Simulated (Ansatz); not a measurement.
C₄H₅N, charge -1, doublet, geometry from GFN2-xTB (a state made from the parent by changing its charge; the spin is typed, not shown lowest) (a gas-phase anion, which may not be bound at this level); WB97X/cc-pVDZ in Ansatz (a quantum-chemistry and plane-wave program).

Ansatz was given this input:
Ansatz 0.2 input:
```yaml
crystal:
  periodic: [false, false, false]
  atoms:
    - {symbol: C, position_ang: [-0.04995486, -1.07906447, 0.56123814]}
    - {symbol: C, position_ang: [-1.15502101, -0.30673478, 0.23174145]}
    - {symbol: C, position_ang: [-0.71018762, 0.82084237, -0.47439752]}
    - {symbol: N, position_ang: [0.73369944, 0.83310904, -0.50790060]}
    - {symbol: C, position_ang: [1.09703458, -0.44222352, 0.06446047]}
    - {symbol: H, position_ang: [-0.06038837, -2.05008844, 1.04625134]}
    - {symbol: H, position_ang: [-2.19607247, -0.55746084, 0.40945613]}
    - {symbol: H, position_ang: [-1.23666393, 1.76188197, -0.60695401]}
    - {symbol: H, position_ang: [1.14387859, 1.64255790, 0.01376257]}
    - {symbol: H, position_ang: [2.12212363, -0.58557148, 0.39453298]}
basis:
  gaussian:
    orbitals: cc-pVDZ
hamiltonian:
  xc: {name: wB97X}
total_charge: -1
magnetization: {spin_polarized: true, initial_magnetization: 1}
```

Q: Predict the main parts of the log of this Ansatz run.

A: 
```
Functional definition: wB97X
880 factors; integrals over basis functions are off by at most 1.2e-3 eV
286 factors; integrals over basis functions are off by at most 4.9e-6 eV
mean field evaluation 1: about -5713.4722 eV, gradient 1.5e1 eV
mean field evaluation 2: about -5714.4445 eV, gradient 8.7e0 eV
mean field evaluation 4: about -5714.8405 eV, gradient 7.5e-1 eV
mean field evaluation 8: about -5715.0361 eV, gradient 1.9e-1 eV
mean field evaluation 16: about -5715.0375 eV, gradient 1.4e-3 eV
mean field -5715.03745574 eV, -210.0237527070 hartree, gradient 6.2e-5 eV, S^2 0.776802; 0 other end points of the search recorded, 0 dependent functions left out
reference -5715.03743095 eV, -210.0237517959 hartree; 19, 18 occupied and 76, 77 virtual orbitals, 880 factors
Total energy: -5715.03743095 eV, -210.0237517959 hartree
```
